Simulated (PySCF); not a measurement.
Compound: C₆H₇NO.
Atom-mapped SMILES: `[OH:1][CH2:2][c:3]1[cH:4][cH:5][cH:6][cH:7][n:8]1` (hydrogens: H9 on O1; H10, H11 on C2; H12 on C4; H13 on C5; H14 on C6; H15 on C7)

The same species was optimised twice, with GFN2-xTB and with PBE0-D3(BJ)/def2-SVP (PySCF), and the same property calculations (PySCF, gas phase) were run on both structures.

```
     coordinate  GFN2-xTB  PBE0-D3(BJ)/def2-SVP  change
      O1–C2 (Å)     1.399                 1.382  -0.017
      C7–N8 (Å)     1.323                 1.333  +0.010
      C5–C6 (Å)     1.388                 1.396  +0.008
      C2–C3 (Å)     1.505                 1.512  +0.007
      C3–C4 (Å)     1.392                 1.399  +0.007
      C6–C7 (Å)     1.384                 1.390  +0.006
      C4–C5 (Å)     1.382                 1.389  +0.007
      C3–N8 (Å)     1.326                 1.330  +0.004
   C2–C3–C4 (°)     122.0                 123.0    +1.0
   O1–C2–C3 (°)     112.6                 111.7    -0.9
   C2–C3–N8 (°)     115.6                 114.8    -0.8
   C3–N8–C7 (°)     119.0                 119.3    +0.3
   C6–C7–N8 (°)     123.1                 122.8    -0.3
   C4–C3–N8 (°)     122.4                 122.2    -0.2
   C3–C4–C5 (°)     118.4                 118.6    +0.2
   C5–C6–C7 (°)     118.1                 118.1     0.0
O1–C2–C3–C4 (°)       180                   180       0
```

Rotational constants: A = 5107, B = 1599, C = 1227 MHz (GFN2-xTB) against A = 5056, B = 1602, C = 1226 MHz (PBE0-D3(BJ)/def2-SVP). Point groups within 0.08 Å: Cs and Cs.

On the GFN2-xTB structure: HOMO (eV) -7.23 [PBE0/pcSseg-1]; LUMO (eV) -1.01 [PBE0/pcSseg-1]; dipole (D) 3.90 [PBE0/pcSseg-1]; GIAO shielding of O1 (ppm) 334.7 [PBE0/pcSseg-1]; GIAO shielding of C2 (ppm) 119.9 [PBE0/pcSseg-1]; GIAO shielding of C3 (ppm) 20.5 [PBE0/pcSseg-1]; GIAO shielding of C4 (ppm) 61.3 [PBE0/pcSseg-1]; GIAO shielding of C5 (ppm) 44.4 [PBE0/pcSseg-1]; GIAO shielding of C6 (ppm) 60.4 [PBE0/pcSseg-1]; GIAO shielding of C7 (ppm) 32.9 [PBE0/pcSseg-1]; GIAO shielding of N8 (ppm) -58.9 [PBE0/pcSseg-1].

Q: What do these properties become on the PBE0-D3(BJ)/def2-SVP structure?

A: 
```json
{"property": "HOMO (eV)", "level": "PBE0/pcSseg-1", "on GFN2-xTB": "-7.23", "on PBE0-D3(BJ)/def2-SVP": "-7.22", "change": "+0.01"}
{"property": "LUMO (eV)", "level": "PBE0/pcSseg-1", "on GFN2-xTB": "-1.01", "on PBE0-D3(BJ)/def2-SVP": "-1.08", "change": "-0.07"}
{"property": "dipole (D)", "level": "PBE0/pcSseg-1", "on GFN2-xTB": "3.90", "on PBE0-D3(BJ)/def2-SVP": "3.98", "change": "+0.08"}
{"property": "energy, GFN2-xTB geometry as zero (kcal/mol)", "level": "PBE0/pcSseg-1", "on GFN2-xTB": "0.0", "on PBE0-D3(BJ)/def2-SVP": "-0.2", "change": "-0.2"}
{"property": "GIAO shielding of O1 (ppm)", "level": "PBE0/pcSseg-1", "on GFN2-xTB": "334.7", "on PBE0-D3(BJ)/def2-SVP": "334.4", "change": "-0.3"}
{"property": "GIAO shielding of C2 (ppm)", "level": "PBE0/pcSseg-1", "on GFN2-xTB": "119.9", "on PBE0-D3(BJ)/def2-SVP": "119.9", "change": "0.0"}
{"property": "GIAO shielding of C3 (ppm)", "level": "PBE0/pcSseg-1", "on GFN2-xTB": "20.5", "on PBE0-D3(BJ)/def2-SVP": "18.3", "change": "-2.2"}
{"property": "GIAO shielding of C4 (ppm)", "level": "PBE0/pcSseg-1", "on GFN2-xTB": "61.3", "on PBE0-D3(BJ)/def2-SVP": "59.5", "change": "-1.8"}
{"property": "GIAO shielding of C5 (ppm)", "level": "PBE0/pcSseg-1", "on GFN2-xTB": "44.4", "on PBE0-D3(BJ)/def2-SVP": "42.3", "change": "-2.1"}
{"property": "GIAO shielding of C6 (ppm)", "level": "PBE0/pcSseg-1", "on GFN2-xTB": "60.4", "on PBE0-D3(BJ)/def2-SVP": "57.8", "change": "-2.6"}
{"property": "GIAO shielding of C7 (ppm)", "level": "PBE0/pcSseg-1", "on GFN2-xTB": "32.9", "on PBE0-D3(BJ)/def2-SVP": "30.9", "change": "-2.0"}
{"property": "GIAO shielding of N8 (ppm)", "level": "PBE0/pcSseg-1", "on GFN2-xTB": "-58.9", "on PBE0-D3(BJ)/def2-SVP": "-60.0", "change": "-1.1"}
```

The heavy atoms differ by 0.014 Å rms after alignment. Among bonds between heavy atoms O1–C2 changes most (-0.017 Å). Changes are differences of the printed values. Neither structure is proved a minimum here.

Shape of the structure used: `[OH:1][CH2:2][c:3]1[cH:4][cH:5][cH:6][cH:7][n:8]1`: O1–C2–C3–C4 180°, H–O1–C2–C3 0°.
